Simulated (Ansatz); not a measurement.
One change: `C#C/C=C\[SiH3]` becomes `[SiH3]/C=C/C[SiH3]`.

Ansatz, PBE0-D4/def2-TZVP geometries, multiplicity 1. Each molecule was computed in one conformer, which needn't be the lowest.

```
                                          property  `C#C/C=C\[SiH3]`
size of the dipole moment (ωB97M-V/def2-TZVPP) / D              0.60
                 HOMO energy (PBE/def2-TZVPP) / eV             -6.31
             HOMO energy (ωB97M-V/def2-TZVPP) / eV             -9.43
           HOMO–LUMO gap (ωB97M-V/def2-TZVPP) / eV              9.98
               LUMO energy (B3LYP/def2-TZVPP) / eV             -1.67
             LUMO energy (ωB97M-V/def2-TZVPP) / eV              0.55
```

Task: What does the change do to each property? (Estimate.)

Result: The calculation gave: 
| property | `[SiH3]/C=C/C[SiH3]` | shift |
| --- | --- | --- |
| size of the dipole moment (ωB97M-V/def2-TZVPP) / D | 1.29 | 0.69 |
| HOMO energy (PBE/def2-TZVPP) / eV | -6.27 | 0.04 |
| HOMO energy (ωB97M-V/def2-TZVPP) / eV | -9.49 | -0.06 |
| HOMO–LUMO gap (ωB97M-V/def2-TZVPP) / eV | 11.09 | 1.11 |
| LUMO energy (B3LYP/def2-TZVPP) / eV | -0.61 | 1.06 |
| LUMO energy (ωB97M-V/def2-TZVPP) / eV | 1.60 | 1.05 |

Dipoles are sizes alone; their direction can turn.

B3LYP here is the variant with VWN-RPA as its local correlation; programs differ in this.
